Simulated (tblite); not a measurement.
Species: C3H10OPSi (doublet state).
Bonds: C1–C2, C2–C3, C2–O4, O4–Si5, Si5–P6. Hydrogens: H7, H8, H9 on C1; H10 on C2; H11, H12, H13 on C3; H14, H15 on Si5; H16 on P6.

The geometry is computed with GFN2-xTB (gas phase). This method treats the open shell by occupation alone, without spin polarisation.

Q: What internal coordinates does the optimisation give?

A: 
```json
{"bond": "C1–C2, C2–C3", "length (bohr)": "2.882"}
{"bond": "C2–O4", "length (bohr)": "2.655"}
{"bond": "O4–Si5", "length (bohr)": "3.051"}
{"bond": "Si5–P6", "length (bohr)": "4.222"}
{"bond": "C1–H7 and 5 like bonds", "length (bohr)": "2.054"}
{"bond": "C2–H10", "length (bohr)": "2.083"}
{"bond": "Si5–H14", "length (bohr)": "2.780"}
{"bond": "Si5–H15", "length (bohr)": "2.755"}
{"bond": "P6–H16", "length (bohr)": "2.621"}
```

Bonds in one row agree within 0.02 bohr and their mean is given. A selection of angles:
```json
{"angle": "C2–C1–H7", "degrees": "110.2"}
{"angle": "H7–C1–H8", "degrees": "109.2"}
{"angle": "C1–C2–C3", "degrees": "111.6"}
{"angle": "C1–C2–O4", "degrees": "110.4"}
{"angle": "C1–C2–H10", "degrees": "108.9"}
{"angle": "C3–C2–O4", "degrees": "108.0"}
{"angle": "O4–C2–H10", "degrees": "108.4"}
{"angle": "C2–O4–Si5", "degrees": "129.5"}
{"angle": "O4–Si5–P6", "degrees": "109.2"}
{"angle": "O4–Si5–H14", "degrees": "111.8"}
{"angle": "O4–Si5–H15", "degrees": "100.4"}
{"angle": "P6–Si5–H14", "degrees": "108.7"}
{"angle": "P6–Si5–H15", "degrees": "114.8"}
{"angle": "H14–Si5–H15", "degrees": "111.9"}
{"angle": "Si5–P6–H16", "degrees": "94.6"}
```

Dihedral angles: C1–C2–O4–Si5 -78° (synclinal); C2–O4–Si5–P6 -39° (synclinal). The mirror-image conformer, all signs reversed, is as good.

Of the pairs four or more bonds apart, Si5···H9 is among the closest relative to their van der Waals radii: 3.15 Å, 95 % of the sum of Bondi's values. P6 (phosphorus bonded to Si and H) is bent (angle 94.6°). Si5 (silicon bonded to O, P and 2 H) is distorted tetrahedral (angles from 100.4° to 114.8°).

Point group: C1 (no symmetry element, even within 0.4 Å). Its GFN2-xTB frequencies are all real (lowest 23 cm⁻¹). Torsions: C1–C2–O4–Si5 -78°, C2–O4–Si5–P6 -39°, O4–Si5–P6–H -171°.
